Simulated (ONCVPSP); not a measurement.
## PBE ONCV dataset for H, non-relativistic all-electron reference.

ONCVPSP 4.0.1 input, shortened (lines: element, Z, core and valence counts, functional; n l f; lmax; l rc ep ncon nbas qcut; lloc lpopt rc5 dvloc0; l nproj debl; icmod fcfact rcfact), PBE, non-relativistic:

```
  H 1.00    0    1        4      upf
    1    0    1.00
    1
    0    1.10    0.00    3    6    8.30
    1    1.10    0.14    5   10    8.90
    0    5    1.10    0.00
    0    0    2.00
    1    1    0.80
    0    0.00    0.00
```

(1) Estimate the cutoffs (Ha) at which the residual kinetic energy of the hardest occupied pseudo-wave falls to 1 and 0.1 mHa per electron.

(2) Does the potential have ghost states?

Answers

(1) 17 Ha and 25 Ha.

(2) No bound ghost flagged; no localised positive-energy state flagged.
